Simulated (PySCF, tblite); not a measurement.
Compound: C4H11NOSi2.
Cartesian coordinates in Å at the GFN2-xTB level; atoms count from 1:
```
atom  x, y, z in Å
O1    -2.089   -0.570   -1.617
C2    -1.443   -0.867   -0.636
C3    -0.948    0.135    0.282
Si4   -1.645    1.828   -0.195
C5    -0.579   -0.278    1.697
C6     0.522    0.028    0.767
N7     1.412   -0.948    0.289
Si8    2.487   -0.642   -1.033
H9    -1.218   -1.930   -0.413
H10   -1.179    2.756    0.845
H11   -3.102    1.772   -0.191
H12   -1.091    2.222   -1.486
H13   -0.747   -1.313    1.964
H14   -0.807    0.419    2.489
H15    1.013    0.989    0.866
H16    1.059   -1.887    0.403
H17    3.290   -1.859   -1.099
H18    3.249    0.540   -0.634
H19    1.807   -0.386   -2.307
```

Jobs on this species (19 atoms, 78 electrons) with PySCF (density fitting) and tblite. Hardware of each: one thread of an Arm Neoverse V2 (shared host). The host was shared with other jobs, so the times are rough.

| level and settings | work | basis functions | SCF cycles | wall time |
| --- | --- | --- | --- | --- |
| GFN2-xTB | Hessian by finite differences | – | – | 0.66 s |
| PBE0/pcSseg-1 | shieldings, ring-centre shieldings, charges and field gradients | 205 | ? | ? |
| GFN2-xTB | L-BFGS relaxation | – | – | 1.0 s |

Task: Fill in the missing figures.

Result: 
- PBE0/pcSseg-1; shieldings, ring-centre shieldings, charges and field gradients: 33 s, 14 SCF cycles

Task: What do all jobs in the table cost together?

Result: About 35 s; the longest takes about 95 % of that, and about 50 times as long as the shortest.
